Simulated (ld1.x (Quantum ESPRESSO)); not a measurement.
**Transferability test, TM semilocal potential for Nd (Z = 60)**

ld1.x (Quantum ESPRESSO) 7.5 input, shortened:

```
&input
   title='Nd', zed=60., rel=1, dft='PBE', iswitch=3,
   config='[Xe] 4f3 5d1 6s2 6p0'
 /
 &inputp
   pseudotype=1, tm=.true., lloc=0,
   nlcc=.false.
 /
4
6P  2  1   0.00   0.00  4.20  4.20  0.0
5D  3  2   1.00   0.00  2.60  2.60  0.0
4F  4  3   3.00   0.00  1.75  1.75  0.0
6S  1  0   2.00   0.00  2.95  2.95  0.0
 &test
   configts(1)='4f3 5d1 6s2 6p0'
 /
```

Energies are relative to the spin-unpolarised reference configuration 4f3 5d1 6s2 6p0; without spin polarisation the order of configurations can differ from experiment.

```csv
valence configuration,charge,ΔE all-electron (eV),error AE − PS (meV)
4f4 5d0 6s2 6p0,0,-1.837,-342
4f4 5d0 6s0 6p0,+2,14.748,+30
4f4 5d1 6s1 6p0,0,-0.130,-619
4f4 5d0.5 6s1.5 6p0,0,-1.012,-501
4f2 5d0 6s0 6p0,+4,77.313,-1124
4f3 5d0 6s2 6p0,+1,6.349,+89
```

Question: What are ΔE and the potential's error for 4f4 5d0 6s1 6p0?

Answer: ΔE = 3.961 eV all-electron; the error (AE − PS) is -343 meV.

Levels in the configuration 4f4 5d0 6s0 6p0:

```tsv
level	all-electron (eV)	pseudo (eV)
4f	-14.575	-13.092
```
